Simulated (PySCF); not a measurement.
**Spinor energies of Nd²⁴⁺ (neodymium, charge +24)**

Start: [Kr]. Calculated with PySCF 2.14 in an even-tempered Gaussian basis (17 s from 1.8 bohr⁻², ratio 2.8; 14 p from 2.3 bohr⁻², ratio 2.8; 9 d from 4.2 bohr⁻², ratio 2.8; 4 f from 14 bohr⁻², ratio 3): generalised Hartree-Fock with the X2C-1e Hamiltonian and a Gaussian nucleus; spin-orbit coupling (SO) screened by Boettger's factors.

```
spinor shell  electrons  ε, screened SO (eV)  weight of nominal j (screened SO)  rms radius, screened SO (bohr)
       1s1/2          2             -44520.7                              1.000                          0.0269
       2s1/2          2              -7935.2                              1.000                           0.109
       2p1/2          2              -7533.7                              1.000                          0.0937
       2p3/2          4              -7009.1                              1.000                          0.0997
       3s1/2          2              -2319.1                              1.000                           0.281
       3p1/2          2              -2148.0                              1.000                           0.272
       3p3/2          4              -2038.5                              1.000                           0.284
       3d3/2          4              -1744.6                              1.000                           0.256
       3d5/2          6              -1721.1                              1.000                           0.259
       4s1/2          2              -963.22                              1.000                           0.597
       4p1/2          2              -887.54                              1.000                           0.608
       4p3/2          4              -857.07                              1.000                           0.632
```

```tsv
quantity	screened SO
E (hartree)	-9363.68200
M_J	0
⟨J²⟩	0.000
⟨L²⟩	0.032
⟨S²⟩	0.032
```

Breit and QED terms are absent; they matter most for the inner s and p1/2 levels.

Densities and radii are taken from the X2C orbitals without a picture-change correction, which distorts them close to the nucleus.
